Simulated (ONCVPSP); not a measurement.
# F: variants of one ONCV potential

Base potential:

```
Element                 : fluorine (F)
Generator               : ONCVPSP 4.0.1
Type                    : optimised norm-conserving Vanderbilt (ONCV)
Functional              : PBE
Relativity              : non-relativistic
Frozen core             : none
Valence charge          : 9
Reference configuration : 1s2 2s2 2p5
Partial waves           : 1s+2s: rc 0.40 bohr, ncon 3, nbas 6, qcut 25.8 1/bohr, 2 projectors; 2p: rc 1.05 bohr, ncon 3, nbas 6, qcut 16.3 1/bohr, 2 projectors, debl 3.7 Ha; d scattering state at 0.37 Ha: rc 0.95 bohr, ncon 4, nbas 9, qcut 10.7 1/bohr, 2 projectors, debl 0.9 Ha
Local potential         : polynomial inside 0.30 bohr (lpopt 1, dvloc0 0 Ha)
Core correction         : none
```

All-electron outer shells of the reference configuration (PBE, non-relativistic, ld1.x):

| shell | level (eV) | outermost node (bohr) | outermost maximum (bohr) |
| --- | --- | --- | --- |
| 1s | -662.64 | – | 0.11 |
| 2s | -29.82 | 0.24 | 0.76 |
| 2p | -11.12 | – | 0.71 |

Cutoffs, loose and tight: the cutoffs (Ha) at which the residual kinetic energy of the hardest occupied pseudo-wave falls to 1 and 0.1 mHa per electron. They do not see the model core or the augmentation charge, which bear on the density cutoff. Test errors are all-electron minus pseudo excitation energies from the reference, over the configurations 1s2 2s2 2p4; 1s2 2s2 2p3; 1s2 2s2 2p2; 1s2 2s1 2p5. A dash means not determined; rows that change the core or the reference have their own tests.

```tsv
change	outcome	cutoff, loose	cutoff, tight	bound ghosts	GHOST(+) flags above zero	largest test error (meV)
base	generated	313 Ha	658 Ha	none	d	+170
all radii scaled by about 0.77 (s 0.30, p 0.80, d 0.74 bohr); local potential polynomial inside 0.24 bohr (lpopt 1, dvloc0 0 Ha)	generated	–	–	none	d	+62
all radii scaled by about 1.12 (s 0.44, p 1.18, d 1.06 bohr); local potential polynomial inside 0.34 bohr (lpopt 1, dvloc0 0 Ha)	generated	290 Ha	330 Ha	none	d	+302
```

Problem. What comes out with this change to the base: all radii scaled by about 1.18 (s 0.48, p 1.24, d 1.12 bohr); local potential polynomial inside 0.36 bohr (lpopt 1, dvloc0 0 Ha)?

Solution. outcome: generated; cutoff, loose: 275 Ha; cutoff, tight: 308 Ha; bound ghosts: none; GHOST(+) flags above zero: none; largest test error (meV): +373.

Problem. What comes out with this change to the base: all radii scaled by about 0.88 (s 0.36, p 0.92, d 0.84 bohr); local potential polynomial inside 0.26 bohr (lpopt 1, dvloc0 0 Ha)?

Solution. outcome: generated; bound ghosts: none; GHOST(+) flags above zero: d; largest test error (meV): +89.

Problem. What comes out with this change to the base: all radii scaled by about 1.28 (s 0.52, p 1.34, d 1.22 bohr); local potential polynomial inside 0.38 bohr (lpopt 1, dvloc0 0 Ha)?

Solution. outcome: generated; cutoff, loose: 265 Ha; cutoff, tight: 298 Ha; bound ghosts: none; GHOST(+) flags above zero: none; largest test error (meV): +533.

Reading the sweep of the scale of all radii (base = 1) (base included, trends over the rows without a ghost): The loose cutoff stays near 275 Ha. The median size of the test errors (rows with all tests solved) rises from 8.9 meV at 0.77 to 81.2 meV at 1.28. More of the atom is replaced by a form fitted at one configuration, so other configurations suffer as the radius grows.
